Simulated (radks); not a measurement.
Task: All-electron atom: Ti I in [Ar] 3d3 4s1 (not the ground configuration). Calculated with a radial shooting solver on a logarithmic mesh with Libxc functionals: non-relativistic Kohn-Sham, SCAN, spin-polarised, spherical densities, point nucleus; open shells are filled with parallel spins first; meta-GGA in the generalised Kohn-Sham scheme. Some entries of the table are withheld. Estimate them.

orbital,occ.,eigenvalue (eV),<r^2> (bohr^2),<r> (bohr)
1s up,1,-4852.696,0.006613,0.07019
1s down,1,-4852.695,0.006614,0.07019
2s up,1,-534.4582,0.1262,0.3268
2s down,1,-533.5405,0.1259,0.3264
2p up,3,-444.4712,(1),0.2907
2p down,3,-443.7833,(2),0.2902
3s up,1,-61.4218,1.203,1.021
3s down,1,-58.5417,1.205,1.022
3p up,3,-37.4456,1.440,1.104
3p down,3,-34.5565,1.426,1.100
4s up,1,-4.3783,14.88,3.594
3d up,3,-2.4998,5.069,1.887

Result: 
(1) 2p up <r^2> (bohr^2): 0.1042
(2) 2p down <r^2> (bohr^2): 0.1038
